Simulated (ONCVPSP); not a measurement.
## tantalum: one change to an ONCV potential, before and after

Ta, optimised norm-conserving Vanderbilt (ONCV), made with ONCVPSP 4.0.1 (LDA (Perdew-Wang 92), non-relativistic). Core [Xe] 4f14, reference 5d3 6s1.75 6p0.25. Waves: 6s: rc 3.05 bohr, ncon 3, nbas 7, qcut 2.4 1/bohr, 1 projector; 6p: rc 4.00 bohr, ncon 4, nbas 7, qcut 2.2 1/bohr, 2 projectors, debl 1 Ha; 5d: rc 2.50 bohr, ncon 4, nbas 8, qcut 5.2 1/bohr, local. Local part: the d channel. Core correction: polynomial model core, fcfact 0.3.

All-electron outer shells of the reference configuration (LDA (PZ), non-relativistic, ld1.x):

| shell | level (eV) | outermost node (bohr) | outermost maximum (bohr) |
| --- | --- | --- | --- |
| 5p | -37.77 | 0.61 | 1.17 |
| 4f | -32.95 | – | 0.43 |
| 5d | -5.25 | 0.65 | 1.54 |
| 6s | -4.97 | 1.45 | 3.03 |
| 6p | -1.77 | 1.65 | 3.94 |

Change: all radii but the core radius scaled by about 0.77 (s 2.36, p 3.10, d 1.94 bohr).

Cutoffs: the cutoffs (Ha) at which the residual kinetic energy of the hardest occupied pseudo-wave falls to 1 and 0.1 mHa per electron; they do not see the model core or the augmentation charge, which bear on the density cutoff. Errors are all-electron minus pseudo energies relative to the spin-unpolarised reference configuration.

How do hardness, ghosts and transferability respond?

The potential gets harder (11 Ha and 12 Ha → 12 Ha and 25 Ha); both files keep a bound ghost (s); of the 3 tests that both files solve, the error grows in 1 and shrinks in 0 by more than 15 % and 0.3 meV (median size 2.5 → 3.1 meV). A smaller radius makes the pseudo-wave follow the all-electron one further in, where it bends more sharply, so more plane waves are needed.

| quantity | base | changed |
| --- | --- | --- |
| cutoff, loose | 11 Ha | 12 Ha |
| cutoff, tight | 12 Ha | 25 Ha |
| loose cutoff by channel | s 2.3 Ha, p 1.3 Ha, d 11 Ha | s 2.9 Ha, p 1.6 Ha, d 12 Ha |
| bound ghosts | s | s |
| GHOST(+) flags under 300 eV | p at 27.3 eV | p at 25.0 eV |
| tests with a reliable result | 3 of 4 | 3 of 4 |
| error for 5d3 6s2 6p0, meV [ΔE -0.79 eV] | -0.1 | +0.1 |
| error for 5d3 6s1 6p0, meV [ΔE 6.81 eV] | -2.5 | -3.1 |
| error for 5d3.5 6s1.5 6p0, meV [ΔE -0.78 eV] | -14 | -16 |
| rms error of d²Exc/dni dnj with the model core, mHa | 1.77 | 1.73 |

 A true bound ghost makes a file unfit for plane-wave use even where its test errors are small: the radial tests pick states by their node count and pass the ghost by.
